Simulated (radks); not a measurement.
The numbers below are computed, except where a source is named.
Sn XVIII, 33 electrons, occupied as [Ar] 3d10 4s2 4p3 (the NIST ground configuration). Level of theory: scalar-relativistic Kohn-Sham, PBEsol, spin-polarised, spherical densities, finite nucleus; open shells are filled with parallel spins first (spin-orbit coupling, left out, can overturn this in heavy ions); Fermi nuclear charge, rms radius 4.6519 fm (a radial shooting solver on a logarithmic mesh with Libxc functionals).

X-ray form factor f0, the Fourier transform of the density (f0(0) = 33):

| sin(theta)/lambda (1/angstrom) | f0 (electrons) |
|---|---|
| 0.05 | 32.900 |
| 0.1 | 32.603 |
| 0.15 | 32.120 |
| 0.2 | 31.471 |
| 0.25 | 30.679 |
| 0.3 | 29.770 |
| 0.4 | 27.717 |
| 0.5 | 25.528 |
| 0.6 | 23.376 |
| 0.8 | 19.536 |
| 1 | 16.404 |
| 1.25 | 13.226 |
| 1.5 | 10.662 |
| 2 | 7.283 |
